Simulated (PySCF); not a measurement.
A run for PySCF: D3(BJ) and D4 dispersion corrections on NH3 (SMILES N).

```python
from pyscf import gto
from pyscf.dispersion import dftd3, dftd4

mol = gto.M(
    atom='''
    N    -0.55828529   -0.35339303    2.63477106
    H    -1.26796975    0.29335435    2.96136072
    H     0.07593080   -0.54127538    3.40358370
    H    -1.01519725   -1.22291573    2.38227348
    ''',
    basis='def2-svp',
    charge=0, spin=0, verbose=0, max_memory=1800)
d3, d4 = {}, {}
for xc in ['hf', 'pbe', 'blyp', 'revpbe', 'tpss', 'r2scan', 'b3lyp', 'pbe0', 'bhlyp', 'camb3lyp', 'b2plyp']:
    d3[xc] = float(dftd3.DFTD3Dispersion(mol, xc=xc, version='d3bj', atm=False).get_dispersion()['energy'])
    print(f'D3(BJ) {xc:10s} {d3[xc]:14.8f} Eh')
for xc in ['hf', 'pbe', 'blyp', 'revpbe', 'tpss', 'r2scan', 'b3lyp', 'pbe0', 'bhlyp', 'camb3lyp', 'b2plyp']:
    d4[xc] = float(dftd4.DFTD4Dispersion(mol, xc={'camb3lyp': 'cam-b3lyp'}.get(xc, xc), atm=True).get_dispersion()['energy'])
    print(f'D4     {xc:10s} {d4[xc]:14.8f} Eh')
```

The log:

```
D3(BJ) hf            -0.00932068 Eh
D3(BJ) pbe           -0.00076270 Eh
D3(BJ) blyp          -0.00152733 Eh
D3(BJ) revpbe        -0.00224775 Eh
D3(BJ) tpss          -0.00089318 Eh
D3(BJ) r2scan        -0.00018048 Eh
D3(BJ) b3lyp         -0.00121898 Eh
D3(BJ) pbe0          -0.00058848 Eh
D3(BJ) bhlyp         -0.00087072 Eh
D3(BJ) camb3lyp      -0.00045228 Eh
D3(BJ) b2plyp        -0.00049858 Eh
D4     hf            -0.00208049 Eh
D4     pbe           -0.00041773 Eh
D4     blyp          -0.00100773 Eh
D4     revpbe        -0.00199789 Eh
D4     tpss          -0.00056993 Eh
D4     r2scan        -0.00009961 Eh
D4     b3lyp         -0.00066308 Eh
D4     pbe0          -0.00033468 Eh
D4     bhlyp         -0.00039287 Eh
D4     camb3lyp      -0.00032034 Eh
D4     b2plyp        -0.00028560 Eh
```

The run finished.

Cost: very roughly 0.020 core-seconds.
